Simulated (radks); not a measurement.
Spherical quantum dot in the effective-mass picture: electrons in a parabolic well V = omega^2 r^2 / 2 with omega = 0.0671, all in effective atomic units (hartree* = m*/eps^2 hartree, bohr* = eps/m* bohr), one dielectric constant everywhere. Calculated with a radial shooting solver with Libxc functionals: non-relativistic Kohn-Sham, LDA (Slater exchange, Perdew-Wang correlation), spin-polarised, spherical densities. Levels are named by radial order and angular momentum (1s, 1p, 1d, 2s, ...), and open shells are averaged over m. Each electron was tried in the lowest free levels, single moves between levels near the top were tried too, and the lowest total energy was kept; such a search can miss a lower state. At N = 1 the Hartree and exchange-correlation terms need not cancel, so that row can carry a self-interaction error.

N,open shells,2S,E (hartree*),addition energy mu(N+1) - mu(N) (hartree*),e(HOMO) (hartree*),rms radius (bohr*)
1,"1s(up 1, down 0)",1,0.102408,0.1562,0.17215,4.818
2,none,0,0.360983,0.1538,0.31820,5.773
3,"1p(up 1, down 0)",1,0.773380,0.09854,0.46211,6.732
4,"1p(up 2, down 0)",2,1.28432,0.09496,0.55912,7.392
5,"1p(up 3, down 0)",3,1.89022,0.1055,0.65198,7.928
6,"1p(up 3, down 1)",2,2.60165,0.08308,0.75327,8.423
7,"1p(up 3, down 2)",1,3.39616,0.08104,0.83541,8.854
8,none,0,4.27172,0.1042,0.91532,9.242
9,"1d(up 1, down 0)",1,5.25152,0.07353,1.0168,9.639
10,"1d(up 2, down 0)",2,6.30486,0.07198,1.0896,9.998
11,"1d(up 3, down 0)",3,7.43017,0.07045,1.1608,10.33
12,"1d(up 4, down 0)",4,8.62593,0.06899,1.2305,10.63
13,"1d(up 5, down 0)",5,9.89069,0.07874,1.2988,10.92
14,"1d(up 5, down 1)",4,11.2342,0.06490,1.3761,11.20
15,"1d(up 5, down 2)",3,12.6426,0.06393,1.4405,11.46
16,"1d(up 5, down 3)",2,14.1149,0.06297,1.5040,11.71
17,"1d(up 5, down 4)",1,15.6502,0.06201,1.5665,11.95
18,none,0,17.2475,0.06849,1.6280,12.17
19,"2s(up 1, down 0)",1,18.9133,0.06934,1.6965,12.40
20,none,0,20.6484,0.06098,1.7651,12.62
21,"1f(up 1, down 0)",1,22.4446,0.05749,1.8250,12.83
22,"1f(up 2, down 0)",2,24.2982,0.05682,1.8821,13.03
23,"1f(up 3, down 0)",3,26.2086,0.05616,1.9386,13.23
24,"1f(up 4, down 0)",4,28.1752,0.05552,1.9944,13.42
25,"1f(up 5, down 0)",5,30.1973,0.05491,2.0497,13.61
26,"1f(up 6, down 0)",6,32.2743,0.05431,2.1043,13.79
27,"1f(up 7, down 0)",7,34.4056,0.06214,2.1583,13.97
28,"1f(up 7, down 1)",6,36.5991,0.05263,2.2199,14.14
29,"1f(up 7, down 2)",5,38.8452,0.05215,2.2722,14.31
30,"1f(up 7, down 3)",4,41.1434,0.05169,2.3242,14.47
31,"1f(up 7, down 4)",3,43.4934,0.05123,2.3756,14.63
32,"1f(up 7, down 5)",2,45.8945,0.05078,2.4266,14.79
33,"1f(up 7, down 6)",1,48.3465,0.05034,2.4772,14.94
34,none,0,50.8487,0.05965,2.5273,15.09
35,"2p(up 1, down 0)",1,53.4107,0.04969,2.5868,15.24
36,"2p(up 2, down 0)",2,56.0223,0.04953,2.6364,15.38
37,"2p(up 3, down 0)",3,58.6835,0.05281,2.6859,15.53
38,"2p(up 3, down 0) 1g(up 1, down 0)",4,61.3974,-,2.7380,15.67

All shells are closed at N = 2, 8, 18, 20, 34 (there: 1s2 1p6 1d10 2s2 1f14); the second difference of the energy has clear peaks (12 % above both neighbours; the first and last values, which can be the largest, are not judged, and half-filled shells can peak too) at N = 8, 13, 27, 34.
